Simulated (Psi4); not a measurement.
Psi4 input (wB97X-D/6-31G*):

```
memory 1500 MB

molecule {
0 2
N    -0.67484500    1.25095100    0.44456500
B    -0.01690600    0.03098500    0.01229600
O    -0.81760900   -1.03859500   -0.29849000
O     1.35474800    0.01878700    0.02378000
H    -0.89663000    1.92863300   -0.28392400
H    -0.36344900   -1.86044300   -0.50427000
H     1.77141100   -0.82131200   -0.18756200
symmetry c1
no_reorient
no_com
}

set {
  basis 6-31G*
  reference uks
  scf_type pk
  dft_radial_points 99
  dft_spherical_points 590
  e_convergence 1e-8
  d_convergence 1e-7
  maxiter 150
}

e = energy('wb97x-d')
print_out(f'\nFINAL {e:.10f} DIPOLE {variable("CURRENT DIPOLE")[0]:.6f} {variable("CURRENT DIPOLE")[1]:.6f} {variable("CURRENT DIPOLE")[2]:.6f}\n')
```

From the output:

```

      16A     -0.015916    17A      0.131803    18A      0.157594
      19A      0.208019    20A      0.211955    21A      0.312210
      22A      0.411692    23A      0.443259    24A      0.530742
      25A      0.615691    26A      0.648295    27A      0.660077
      28A      0.794749    29A      0.864605    30A      0.909915
      31A      0.920331    32A      0.944660    33A      0.996738
      34A      0.998058    35A      1.037082    36A      1.100584
      37A      1.141257    38A      1.195952    39A      1.297053
      40A      1.301888    41A      1.327913    42A      1.419797
      43A      1.548207    44A      1.601657    45A      1.653897
      46A      1.733089    47A      1.801381    48A      1.832654
      49A      1.834055    50A      1.837057    51A      1.902295
      52A      2.063094    53A      2.280178    54A      2.386241
      55A      2.446256    56A      2.486151    57A      2.505701
      58A      2.642488    59A      2.713783    60A      2.821128
      61A      2.943981    62A      2.957873    63A      3.641744
      64A      3.834263    65A      3.978051    66A      4.109246

    Final Occupation by Irrep:
              A
    DOCC [    15 ]
    SOCC [     1 ]
    NA   [    16 ]
    NB   [    15 ]

  @UKS Final Energy:  -231.82238555483696

   => Energetics <=

    Nuclear Repulsion Energy =            107.3157385577251119
    One-Electron Energy =                -529.8188750230465303
    Two-Electron Energy =                 211.0716654467644844
    DFT Exchange-Correlation Energy =     -20.3895888656222333
    Empirical Dispersion Energy =          -0.0013256706577942
    VV10 Nonlocal Energy =                  0.0000000000000000
    Total Energy =                       -231.8223855548369556

  UHF NO Occupations:
  HONO-2 :   14  A 1.9996472
  HONO-1 :   15  A 1.9990307
  HONO-0 :   16  A 1.0000000
  LUNO+0 :   17  A 0.0009693
  LUNO+1 :   18  A 0.0003528
  LUNO+2 :   19  A 0.0002643
  LUNO+3 :   20  A 0.0000381

Computation Completed

Properties will be evaluated at   0.000000,   0.000000,   0.000000 [a0]

Properties computed using the SCF density matrix

 Multipole Moments:

 ------------------------------------------------------------------------------------
     Multipole            Electronic (a.u.)      Nuclear  (a.u.)        Total (a.u.)
 ------------------------------------------------------------------------------------

 L = 1.  Multiply by 2.5417464519 to convert [e a0] to [Debye]
 Dipole X            :          0.5628786           -0.0000019            0.5628767
 Dipole Y            :         -0.8989738           -0.0000076           -0.8989814
 Dipole Z            :         -0.8446367           -0.0000019           -0.8446386
 Magnitude           :                                                    1.3558806

 ------------------------------------------------------------------------------------

FINAL -231.8223855548 DIPOLE 0.562877 -0.898981 -0.844639

*** Psi4 exiting successfully. Buy a developer a beer!
```

The geometry given is a B3LYP-D3(BJ)/def2-TZVP minimum.
